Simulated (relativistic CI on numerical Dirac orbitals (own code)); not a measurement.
# How well does a small relativistic CI reproduce Ba III?

Method of calculation: Dirac-Coulomb-Breit CI, orbitals from a KLI potential per configuration, QED by a radiative potential, valence Slater integrals scaled by 0.85, P86 correlation energy added to each configuration (own radial code, finite nucleus).

Configurations in the expansion (outside the closed core [Kr] 4d10): 5s²5p⁶, 5s²5p⁵5d, 5s²5p⁵5f, 5s²5p⁵6s, 5s²5p⁵6p, 5s5p⁶5d, 5s²5p⁵4f, 5s²5p⁵7s, 5s²5p⁵6d, 5s²5p⁵7p, 5s5p⁶5f, 5s²5p⁵7d, 5s²5p⁵5g. Double excitations out of closed p, d and f shells are left out; levels of such configurations are missing from the list, as are those of other unlisted configurations, and high levels can miss mixing partners.

| Configuration | Term (tabulated) | J | Measured (cm⁻¹) | Computed | Error | Purity (%) |
| --- | --- | --- | --- | --- | --- | --- |
| 5s²5p⁶ | 1S | 0 | 0.0 | 0 | 0 | 100 |
| 5s²5p⁵5d | 3P° | 0 | 132770.8 | 134053 | 1282 | 99 |
| 5s²5p⁵5d | 3P° | 1 | 134568.1 | 135862 | 1294 | 94 |
| 5s²5p⁵5d | 3P° | 2 | 137983.1 | 139317 | 1334 | 79 |
| 5s²5p⁵5d | 3F° | 4 | 138931.2 | 140370 | 1439 | 100 |
| 5s²5p⁵5d | 3F° | 3 | 140472.9 | 142377 | 1904 | 76 |
| 5s²5p⁵5d | 3D° | 3 | 147066.9 | 149148 | 2081 | 61 |
| 5s²5p⁵6s | 3P° | 2 | 152135.0 | 155767 | 3632 | 94 |
| 5s²5p⁵5d | 3D° | 1 | 153054.6 | 156159 | 3104 | 76 |
| 5s²5p⁵4f | 3D | 1 | 166544.0 | 171929 | 5385 | 97 |
| 5s²5p⁵4f | 3D | 2 | 168583.8 | 174097 | 5513 | 91 |
| 5s²5p⁵6s | 3P° | 0 | 169297.1 | 173454 | 4157 | 99 |
| 5s²5p⁵6s | 3P° | 1 | 170192.5 | 174448 | 4255 | 59 |
| 5s²5p⁵4f | 3D | 3 | 171728.7 | 177553 | 5824 | 79 |
| 5s²5p⁵4f | 3G | 4 | 172522.9 | 179219 | 6696 | 71 |
| 5s²5p⁵6p | 3S | 1 | 177593.5 | 180083 | 2490 | 75 |
| 5s²5p⁵5d | 1P° | 1 | 180026.7 | 185355 | 5328 | 78 |
| 5s²5p⁵6p | 3D | 3 | 181816.2 | 183936 | 2120 | 100 |
| 5s²5p⁵4f | 3F | 2 | 182598.6 | 189915 | 7317 | 59 |
| 5s²5p⁵6p | 1P | 1 | 182722.4 | 185226 | 2503 | 56 |
| 5s²5p⁵6p | 3P | 2 | 184342.9 | 186270 | 1927 | 70 |
| 5s²5p⁵6p | 3D | 1 | 196643.3 | 199740 | 3097 | 71 |
| 5s²5p⁵6p | 3P | 1 | 199872.9 | 202595 | 2722 | 59 |

Measured levels from Sansonetti and Curry, J. Phys. Chem. Ref. Data 39, 043103 (2010); LS terms from a parametric fit; pairs were made by configuration, J and term (by order where the table uses no LS term), so strongly mixed levels may be paired wrongly. Some J values or terms of the table were assigned by a fit.

Mean error by configuration (cm⁻¹): 5s²5p⁵5d 2221; 5s²5p⁵6s 4015; 5s²5p⁵4f 6147; 5s²5p⁵6p 2476. Over the excited levels the mean absolute error is 3427 cm⁻¹ (22 of the 37 excited levels that our extract of the source holds in range could be paired, and the others can miss by more), and the median relative error of those above 1,000 cm⁻¹ is 1.5 %.
